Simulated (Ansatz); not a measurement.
Compare A (`F[Si@@H]1O[C@H]1[SiH3]`) with its isomer B (`F[C@H]1O[Si@H]1[SiH3]`).

Gas-phase electronic energies from Ansatz, PBE0-D4/def2-TZVP geometries. CBS: MP2 limit from def2 TZ/QZ plus the TZ coupled-cluster correction, frozen cores. Functionals use def2-TZVPP.

(1) Which isomer does CCSD(T)/CBS put lower? Give the gap. (Estimate.)

(2) Give E(B) − E(A) in kcal/mol with ωB97M-V, PBE-D4, HF/def2-TZVPP, CCSD/def2-TZVPP, B2PLYP, r2SCAN-D4, PBE0-D4. (An estimate is asked.)

Largest T1 diagnostic: 0.016.

Answers

(1) Ansatz gave: A, by 49.2 kcal/mol.

(2) Computed: ωB97M-V 47.8, PBE-D4 39.8, HF/def2-TZVPP 50.4, CCSD/def2-TZVPP 48.8, B2PLYP 48.2, r2SCAN-D4 45.1, PBE0-D4 42.5. None reverses the order clearly.

From PBE to PBE0 (25 % exact exchange), in def2-TZVPP and without D4, E(B) − E(A) moves by +2.8 kcal/mol.
